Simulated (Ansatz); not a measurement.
C3H7O2 (SMILES COCC[O]), doublet, at a GFN2-xTB geometry, atoms displaced at random by about 0.08 Å a coordinate; Ansatz (an electronic-structure program) with HF/STO-3G, gradient.

Input for Ansatz:
Ansatz 0.2 input:
```yaml
crystal:
  periodic: [false, false, false]
  atoms:
    - {symbol: C, position_ang: [2.06410916, 0.40881211, 0.13839730]}
    - {symbol: O, position_ang: [1.12850925, -0.65834786, -0.38804393]}
    - {symbol: C, position_ang: [-0.24767596, -0.22303228, -0.72241394]}
    - {symbol: C, position_ang: [-1.12683203, -0.12791967, 0.81812377]}
    - {symbol: O, position_ang: [-2.36796576, 0.35687224, 0.38324803]}
    - {symbol: H, position_ang: [1.87273084, 1.24147347, -0.83673636]}
    - {symbol: H, position_ang: [1.67333245, 0.85063662, 0.97862661]}
    - {symbol: H, position_ang: [2.95733406, 0.02457097, 0.14283227]}
    - {symbol: H, position_ang: [-0.68560062, -1.04293832, -1.10342955]}
    - {symbol: H, position_ang: [-0.13173511, 0.52435321, -1.14113215]}
    - {symbol: H, position_ang: [-0.84341909, -1.04995967, 1.17591981]}
    - {symbol: H, position_ang: [-0.60841736, 0.84605326, 1.17795661]}
basis:
  gaussian:
    orbitals: STO-3G
hamiltonian:
  xc: hf
magnetization: {spin_polarized: true, initial_magnetization: 1}
output: {forces: true}
```

It wrote (shortened):

```
Functional definition: HF
460 factors; integrals over basis functions are off by at most 3.1e-5 eV
mean field evaluation 1: about -7166.6806 eV, gradient 2.9e1 eV
mean field evaluation 2: about -7166.9901 eV, gradient 2.9e1 eV
mean field evaluation 4: about -7175.9048 eV, gradient 6.0e0 eV
mean field evaluation 8: about -7176.7777 eV, gradient 2.1e-1 eV
mean field evaluation 16: about -7176.7758 eV, gradient 1.9e-5 eV
mean field evaluation 32: about -7176.5341 eV, gradient 6.4e-1 eV
mean field evaluation 64: about -7173.0668 eV, gradient 2.0e1 eV
mean field -7176.77582124 eV, -263.7416468371 hartree, gradient 9.1e-6 eV, S^2 0.779693; 2 other end points of the search recorded, 0 dependent functions left out
the calculation of the forces begins
reference -7176.77582124 eV, -263.7416468371 hartree; 21, 20 occupied and 11, 12 virtual orbitals, 460 factors
Total energy: -7176.77582124 eV, -263.7416468371 hartree
Atom 0 at     2.064109     0.408812     0.138397 Å, force   -11.164793     3.704485   -10.456216 eV/Å
Atom 1 at     1.128509    -0.658348    -0.388044 Å, force     0.694887    -0.462956     1.161103 eV/Å
Atom 2 at    -0.247676    -0.223032    -0.722414 Å, force     1.611140   -13.274303    16.875198 eV/Å
Atom 3 at    -1.126832    -0.127920     0.818124 Å, force     4.579759     7.949965    -6.954459 eV/Å
Atom 4 at    -2.367966     0.356872     0.383248 Å, force    -1.811039    -1.265374     0.451520 eV/Å
Atom 5 at     1.872731     1.241473    -0.836736 Å, force     2.141210    -2.821015     4.762269 eV/Å
Atom 6 at     1.673332     0.850637     0.978627 Å, force    -0.460149     1.306361     3.267127 eV/Å
Atom 7 at     2.957334     0.024571     0.142832 Å, force     6.796016    -2.578121     0.498506 eV/Å
Atom 8 at    -0.685601    -1.042938    -1.103430 Å, force    -1.890234    -3.192197    -3.226371 eV/Å
Atom 9 at    -0.131735     0.524353    -1.141132 Å, force     0.553135    16.467282    -9.800763 eV/Å
Atom 10 at    -0.843419    -1.049960     1.175920 Å, force    -0.403260    -2.812819     2.445495 eV/Å
Atom 11 at    -0.608417     0.846053     1.177957 Å, force    -0.646674    -3.021309     0.976590 eV/Å
Dipole moment:     0.178144     0.135461     0.112285 e Å
```
